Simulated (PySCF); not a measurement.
H3F2InO, singlet, PBE0/def2-SVP optimised geometry.

```
7

In    -0.49    -0.31     0.00
H     -1.50    -1.61    -0.38
F     -0.97     1.61     0.00
F      1.50    -0.31     0.00
O      0.02     0.35     2.15
H     -0.25     1.27     1.94
H      0.97     0.33     1.96
```

Density from PBE0/def2-TZVP, def2 effective core potentials past Kr in PySCF 2.14.0 at that geometry. The core electrons that the potentials of In replace are not part of the density.

Minimum of the electron density along straight lines between bonded atoms, close to the bond critical point (lines longer than 1.1 times the sum of covalent radii, or with two minima, are not listed):

```csv
bond,length / Å,ρ at the minimum / e bohr⁻³,∇²ρ there / e bohr⁻⁵,position (fraction from the first atom)
In1–H2,1.690,…,…,0.64
In1–F3,1.985,0.104,0.54,0.52
In1–F4,1.982,0.104,0.55,0.52
O5–H6,0.976,0.344,-2.38,0.81
O5–H7,0.976,0.344,-2.38,0.81
```

Question: Complete the blanks.

Answer: 
- In1–H2, ρ at the minimum / e bohr⁻³: 0.113
- In1–H2, ∇²ρ there / e bohr⁻⁵: 0.09
